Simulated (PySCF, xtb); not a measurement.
FH6N3Si, SMILES N[Si](N)(N)F.

GFN2-xTB (xtb) at its own geometry gives an orbital gap of 7.59 eV and a dipole moment of 2.52 D.

Geometry optimised at PBE0-D3(BJ)/def2-SVP. The values are those of a single conformer.

### Question
What does PySCF with HF/def2-TZVP give? (The exact figures need the calculation; the answer reports its results.)

### Answer
gap 14.01 eV (levels -10.69 and 3.32 eV), dipole 2.44 D.
